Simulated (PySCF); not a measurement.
Orbital energies and ionisation energy

C5H7Cl3Si.
Atom-mapped SMILES: `[Cl:1][C:2]([Cl:3])([Cl:4])[C@H:5]1[CH:6]=[CH:7][CH2:8][SiH2:9]1` (hydrogens: H10 on C5; H11 on C6; H12 on C7; H13, H14 on C8; H15, H16 on Si9)

Geometry (PBE0-D3(BJ)/def2-SVP, Å), atoms numbered from 1 in this order:
```xyz
16
C5H7Cl3Si angstrom
Cl    -1.4026   -1.7908   -0.9971
C     -1.8177   -0.5764    0.2425
Cl    -2.9150   -1.3405    1.4332
Cl    -2.6930    0.7722   -0.5321
C     -0.5621   -0.0477    0.9155
C      0.2411   -1.1114    1.6205
C      1.4920   -1.3638    1.2115
C      2.0768   -0.5949    0.0588
Si     0.7385    0.7018   -0.2921
H     -0.9127    0.7180    1.6291
H     -0.2187   -1.6643    2.4453
H      2.0910   -2.1354    1.7085
H      2.2615   -1.2574   -0.8048
H      3.0501   -0.1471    0.3190
H      1.1300    2.0625    0.1830
H      0.2936    0.7845   -1.7098
```

Level: CAM-B3LYP/def2-SVPD (PySCF). Frontier orbitals with their largest atomic shares (Löwdin; up to four atoms above 4 %):

```csv
orbital,ε (eV),main atoms
HOMO−3,-10.46,"Cl1 33 %, Cl4 29 %, Cl3 11 %, Si9 5 %"
HOMO−2,-10.08,"Cl3 37 %, Cl1 32 %, Cl4 29 %"
HOMO−1,-9.97,"Cl3 21 %, C5 19 %, Si9 16 %, C8 15 %"
HOMO,-8.95,?
LUMO,0.18,"Cl4 26 %, Cl1 21 %, C2 19 %, Cl3 18 %"
LUMO+1,0.75,"Cl3 22 %, C2 15 %, C6 11 %, C7 11 %"
LUMO+2,0.98,"Cl1 22 %, Si9 16 %, Cl3 15 %, C2 12 %"
```

Q: What vertical ionisation energy does ΔSCF give, and how far is −ε(HOMO) from it?

A: ΔSCF: 9.59 eV (926 kJ/mol; threshold wavelength 129 nm); ⟨S²⟩ of the doublet left behind is 0.753, against 0.75 for a pure doublet. −ε(HOMO) is 8.95 eV, 0.64 eV below it. For the exact functional −ε(HOMO) would equal the first vertical ionisation energy; CAM-B3LYP (range-separated hybrid) falls short of its own ΔSCF value by 7 %. Holes in the HOMO−1 and HOMO−2 were tried too where these lie within 1.2 eV of the HOMO; the lowest converged state counts.

Q: On which atoms does the HOMO lie?

A: C6 (alkene CH carbon) 34 %, C7 (alkene CH carbon) 32 %, C8 (sp3 carbon bound to silicon) 9 %, C5 (sp3 carbon bound to silicon) 6 %, so no atom holds as much as 40 %. The HOMO−1 lies 1.02 eV lower.

Q: How many of the 10 lowest singlet excitations (vertical TDDFT, same level) lie below the ionisation energy?

A: All 10; they run from 6.43 to 7.31 eV.

Q: With α = 121.6 au, estimate the like-pair dispersion coefficient by London's formula C6 = (3/4)α²I.

A: I = 0.3525 Eh, so C6 ≈ 3910 au; the Casimir–Polder integral at the same level gives 5880 au, 1.50 times as much.

Q: What total energies stand behind the ΔSCF value?

A: E(N) = -1864.10440 Eh and E(N − 1) = -1863.75189 Eh at the same geometry, 0.35251 Eh apart.

Geometry: PBE0-D3(BJ)/def2-SVP; no solvent, vibrations or thermal averaging.
